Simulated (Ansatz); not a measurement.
System: sum formula SiNHCl3, charge 0, multiplicity 2. It need not be the lowest isomer of its formula. 
Coordinates optimised at B3LYP-D3(BJ)/def2-TZVP (Ansatz, an electronic-structure program):
```xyz
6

N      1.7873    -0.1058    -0.9135
Si     0.2448    -0.0184    -0.1325
Cl     0.3378    -0.9796     1.6693
Cl    -0.2734     1.9409     0.1352
Cl    -1.1508    -0.9225    -1.2977
H      2.5306     0.3373    -0.3661
```
Charge 0, spin multiplicity 2.

Computed values are from Ansatz. Correlated levels leave the core frozen unless marked. UHF or UKS for open shells. No spin-orbit coupling. Non-relativistic. CBS marks a two-point X^-3 extrapolation of the correlation energy; Hartree-Fock from the larger set.

atomisation energy De: 453.1 kcal/mol at CCSD(T)/CBS(cc-pV(T+d)Z,cc-pV(Q+d)Z)
total energy: -1723.8131 Eh at CCSD(T)/CBS(cc-pV(T+d)Z,cc-pV(Q+d)Z)
dipole moment: 1.28 D at CCSD(T)/aug-cc-pV(D+d)Z
T1 diagnostic: 0.011 at CCSD/cc-pV(Q+d)Z
